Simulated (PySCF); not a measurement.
PBE on W⁻ (tungsten, charge -1), [Xe] 4f14 5d5 6s2, high-spin 6S determinant. Computed with PySCF 2.14 in aug-cc-pVQZ-PP with ECP60MDF (7s7p6d4f3g2h, 135 functions), with a scalar-relativistic core potential.

```
cycle= 1 E= -67.3684698832874  delta_E= -0.0262  |g|= 0.0337  |ddm|= 1.97
cycle= 2 E= -67.3624358557374  delta_E= 0.00603  |g|= 0.09  |ddm|= 0.368
cycle= 3 E= -67.3703589543982  delta_E= -0.00792  |g|= 0.0109  |ddm|= 0.244
cycle= 4 E= -67.3705341401667  delta_E= -0.000175  |g|= 0.00321  |ddm|= 0.0915
cycle= 5 E= -67.3705489195875  delta_E= -1.48e-05  |g|= 0.000134  |ddm|= 0.0103
cycle= 6 E= -67.3705489357704  delta_E= -1.62e-08  |g|= 2.11e-05  |ddm|= 0.000653
cycle= 7 E= -67.3705489364466  delta_E= -6.76e-10  |g|= 2.15e-06  |ddm|= 0.000101
converged SCF energy = -67.3705489364466  <S^2> = 8.818694  2S+1 = 6.0228545
```

Highest occupied orbital energy: 1.275 eV; ⟨L²⟩ = 0.00; populations by l: s 4.00, p 6.00, d 5.00, f 0.00.

Problem. Can this result be used?

Solution. With care. The run converged. Energies and moments cover only the electrons outside the core potential. Spin-orbit coupling, which splits the p, d and f shells strongly at this Z, is absent. ⟨S²⟩ = 8.82 against 8.75 shows spin contamination. At PBE the highest occupied level has a positive energy, so only the finite basis holds that electron; in a semilocal or global hybrid functional this comes from self-interaction and does not mean that the real anion is unbound.
